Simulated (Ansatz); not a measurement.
System: CH₄BSe, charge 0, doublet. CH4BSe (SMILES [B]([SeH])C, doublet).
B3LYP-D3(BJ)/def2-TZVP minimum from Ansatz (a quantum-chemistry and plane-wave program):
```
B
C 1 1.5485
H 2 1.0948 1 109.77
H 2 1.0948 3 105.79 1 -118.37
H 2 1.0953 3 108.10 4 -115.60
Se 1 1.9075 2 127.97 3 122.06
H 6 1.4746 1 97.46 2 -180.00
```
Charge 0, spin multiplicity 2.

Total energies in hartree (Ansatz). Open shells are spin-unrestricted; no spin-orbit coupling. Correlated methods leave the cores frozen (noble-gas shells, and filled d and f shells in the p block). No relativity. For partners of very few electrons the exact lower level stands in for a higher one.

```tsv
species	HF/cc-pVTZ	CCSD(T)/cc-pVTZ	HF/cc-pVQZ	CCSD(T)/cc-pVQZ	CCSD(T)/cc-pVDZ	CCSDT(Q)/cc-pVDZ
1: CH4BSe (SMILES [SeH][B]C, doublet)	-2464.76004	-2465.22643	-2464.76728	-2465.26124	-2465.04505	-2465.04693
2: B (doublet)	-24.53207	-24.59810	-24.53297	-24.60084	-24.58941	-24.58977
3: C (triplet)	-37.69157	-37.78076	-37.69331	-37.78654	-37.76038	-37.76071
4: H (doublet)	-0.49981	-0.49981	-0.49995	-0.49995	-0.49928	-0.49928
5: Se (triplet)	-2399.87209	-2399.99441	-2399.87500	-2400.00700	-2399.88510	-2399.88538
```

Q: Work out the atomisation energy (electronic, to ground-state atoms) in kJ/mol: take Hartree-Fock from cc-pVQZ, extrapolate the CCSD(T) correlation energy as X^-3 (X = 3, 4), and add CCSDT(Q) - CCSD(T) in cc-pVDZ. 1 hartree = 2625.5 kJ/mol.

A: 
Species 1: correlation (64·(-0.49396) - 27·(-0.46639))/37 = -0.51408; step -0.00188; E1 = -2464.76728 + (-0.51408) + (-0.00188) = -2465.28324
Species 2: correlation (64·(-0.06787) - 27·(-0.06603))/37 = -0.06921; step -0.00036; E2 = -24.53297 + (-0.06921) + (-0.00036) = -24.60254
Species 3: correlation (64·(-0.09323) - 27·(-0.08919))/37 = -0.09618; step -0.00033; E3 = -37.69331 + (-0.09618) + (-0.00033) = -37.78982
Species 4: correlation (64·(0.00000) - 27·(0.00000))/37 = 0.00000; step +0.00000; E4 = -0.49995 + (0.00000) + (+0.00000) = -0.49995
Species 5: correlation (64·(-0.13200) - 27·(-0.12232))/37 = -0.13906; step -0.00028; E5 = -2399.87500 + (-0.13906) + (-0.00028) = -2400.01434
-1·E1 +1·E2 +1·E3 +4·E4 +1·E5 = 0.87674 hartree = 2301.9 kJ/mol.
